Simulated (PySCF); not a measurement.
## How methods differ on the excitation energy of Pd(2+)

Pd(2+) [Kr] 4d8 (3F) → Pd(2+) [Kr] 4d7 5s1 (5F), as a difference of total energies. Computed with PySCF 2.14 in aug-cc-pVTZ-PP with one added diffuse shell each of s, p, d, f, g type with ECP28MDF (7s7p6d4f3g, 113 functions), with a scalar-relativistic core potential. Correlated levels: valence: 4s2 4p6 frozen. The calculations carry no spin-orbit coupling.

```csv
method,excitation energy (eV)
UHF,5.942
LDA,6.030
PBE,6.102
PBE0,6.274
r2SCAN,6.142
B3LYP,6.217
TPSSh,6.135
revPBE,6.166
MP2 (valence),6.641
SCS-MP2 (valence),6.987
```

**Question.** How much does correlation contribute at MP2 (valence)?

**Answer.** 6.641 − (5.942) = 0.699 eV, measured against UHF.
